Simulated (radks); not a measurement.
The tantalum ion Ta66+, 7 electrons, occupied as [He] 2s2 2p3.

Calculated with a radial shooting solver on a logarithmic mesh with Libxc functionals: scalar-relativistic Kohn-Sham, PBE, spin-polarised, spherical densities, finite nucleus; open shells are filled with parallel spins first (spin-orbit coupling, left out, can overturn this in heavy ions); Fermi nuclear charge, rms radius 5.3507 fm.

Energy parts (hartree):
| part | energy |
|---|---|
| total | -8980.5659 |
| kinetic | 10290.0934 |
| electron-nucleus | -19606.4273 |
| Hartree | 436.7379 |
| exchange-correlation | -100.9699 |

Orbitals (lengths in bohr, moments of r in powers of bohr; r(max) is where P^2 peaks):
orbital,occ.,eigenvalue (hartree),r(max)
1s up,1,-2730.103,0.01167
1s down,1,-2728.165,0.01166
2s up,1,-652.3789,0.06562
2s down,1,-648.9976,0.06571
2p up,3,-604.3377,0.05335
2p down,0,-600.4130,0.05346

The highest occupied level is 2p up at -16444.9 eV. For comparison, the ionisation energy in NIST's Atomic Spectra Database is 16150 eV (theoretical). In exact Kohn-Sham theory the highest level is minus the ionisation energy, but local and semilocal functionals leave it too shallow, through self-interaction and a potential that decays too fast; potentials with the right tail come closer.
